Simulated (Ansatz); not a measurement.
## CH5FSSi: structure from calculated spectroscopic constants

These gas-phase data were calculated for one isomer of CH5FSSi at B3LYP-D3(BJ)/def2-SVP (harmonic, unscaled wavenumbers; equilibrium rotational constants with average atomic masses):

| Item | Value |
| --- | --- |
| rotational constants | 7.88, 2.665, 2.302 GHz |
| all wavenumbers above 1500 cm⁻¹ | 3164, 3155, 3051, 2274, 2246 |
| dipole moment | 1.71 D (PBE0/def2-TZVPD) |

Candidates:

(1) `C[Si@H](F)S`, a singlet
(2) `CS[SiH2]F`, a singlet

Q: Which candidate do the data belong to?

A: Candidate (2). No mode falls between 2500 and 2800 cm⁻¹, where the S–H stretch of (1) would stand.

The same quantities for all candidates:

```
     rotational constants (GHz)   wavenumbers above 1500 cm⁻¹  dipole (D)  E above the lowest, B3LYP-D3(BJ)/def2-SVP (kcal/mol)
(1)           5.862, 3.161, 2.3  3134, 3132, 3037, 2672, 2254        1.48                                                   0.0
(2)          7.88, 2.665, 2.302  3164, 3155, 3051, 2274, 2246        1.71                                                  15.3
```

Each candidate is one conformer. Programs: Ansatz 0.2.0.
